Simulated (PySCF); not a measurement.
# NiBr: one state, many levels of theory

State: ⁴Σ⁻ (quartet), unpaired electrons σ ↑, π ↑↑. Set-up: PySCF, no relativity, basis sets Ni def2-TZVPPD, Br def2-TZVPPD. De refers to Ni (3d8 4s2) + Br in their high-spin ground configurations, without counterpoise correction. The functionals are run spin-unrestricted. A positive dipole means Ni(−)Br(+).

```csv
Level,Re (Å),ωe (cm⁻¹),De (eV),μ (D),"CPU s a point (SCF and correlation, without the integrals)"
UHF,2.365,286,n/a,-3.12,3.7
UHF-MP2,2.276,302,n/a,n/a,9
UHF-SCS-MP2,2.296,297,n/a,n/a,n/a
PBE,2.271,270,n/a,-0.01,7.2
PW91,2.268,271,n/a,-0.01,7.8
TPSS,2.269,275,n/a,-0.34,14
r²SCAN,2.254,292,n/a,-0.61,7.1
M06-L,2.270,282,n/a,-0.44,22
PBE0,2.265,297,n/a,-1.32,7.2
r²SCAN0,2.267,302,n/a,-1.74,7
B97-3,2.295,286,n/a,-1.50,4.8
CAM-B3LYP,2.259,301,n/a,-1.40,19
```

Task: What does the step from GGA to meta-GGA do here, going from PBE to r²SCAN?

Result: r²SCAN less PBE: -1.7 pm in Re, +8.1 % in ωe. 

Task: What does second-order correlation do here, going from UHF to UHF-MP2?

Result: UHF-MP2 less UHF: -8.9 pm in Re, +5.6 % in ωe. Correlation nearly always deepens the well. The bond shortens, as in weak, metallic or heavy-atom bonds, where dispersion and the correlation of outer-core electrons pull the atoms together.

Correlated steps freeze 14 core orbitals. De is left out where the level can put another filling of the metal’s s and d shells below the measured ground configuration, by anything from nothing to about 1 eV. Spin–orbit coupling is left out. Counting both spins, an empty level lies below a filled one in some of these solutions, because spin and occupation are held. The state is the lowest single determinant that the PBE0 search found; with open d or f shells the true ground state can be another one.

The whole job (state search and all levels along the bond) took about 16 min on 2 threads of Arm Neoverse V2 (shared host), peak memory 6 GiB.
